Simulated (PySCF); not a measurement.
Computed properties of Mo(O)(NH)(F)(OH) (FH2MoNO2), SMILES [NH]=[Mo](=[O])([OH])[F], multiplicity 1

Mo(O)(NH)(F)(OH) (FH2MoNO2), SMILES [F][Mo]([OH])(=[O])=[NH], multiplicity 1. Geometry: B3LYP-D3(BJ)/def2-SVP. The spin state was assumed, not searched. The structure was generated by enumeration; whether it is a known compound was not checked. The def2 effective core potentials stand for the cores of Mo; spin–orbit coupling is left out. Other conformers were not sampled. All values are computed for the isolated molecule unless a solvent is named; none is compared with measurement here.

**Structure.** All 15 harmonic modes at B3LYP-D3(BJ)/def2-SVP (PySCF) are real, so it is a minimum. With heavy atoms numbered as in [Mo:1](=[O:2])(=[NH:3])([F:5])[OH:6], the shortest bond between them is Mo1–O2 at 1.682 Å and the longest Mo1–O6 at 1.877 Å.

**Vibrations.** The strongest infrared lines (harmonic, unscaled, degenerate partners summed) lie at 3846 cm⁻¹ (217 km/mol, H 94 %), 617 cm⁻¹ (205 km/mol, H 83 %, O 9 %), 524 cm⁻¹ (156 km/mol, H 68 %, N 27 %). The softest mode is at 188 cm⁻¹ and the zero-point energy is 20.5 kcal/mol.

**Electronic structure.** B3LYP/def2-TZVP (PySCF) places the frontier levels at -8.46 and -2.56 eV, a gap of 5.90 eV, and gives a dipole moment of 3.14 D and a mean polarisability of 50.0 bohr³. PBE/def2-TZVP (PySCF) at the same geometry gives -7.20 and -3.03 eV, so its gap is 1.73 eV narrower. An orbital gap is neither the optical nor the fundamental gap.

**Excitations.** TDA-ωB97X/def2-SVPD (PySCF) has S1 at 4.52 eV (274 nm, f = 0.001, dark); the most intense of the 10 singlets computed lies at 6.63 eV (f = 0.02). T1 (TDA) is at 3.94 eV, 0.58 eV under S1. TDA-PBE/def2-SVPD (PySCF) puts S1 at 4.44 eV. No vertical singlet excitation falls in the visible range (under 3.1 eV).
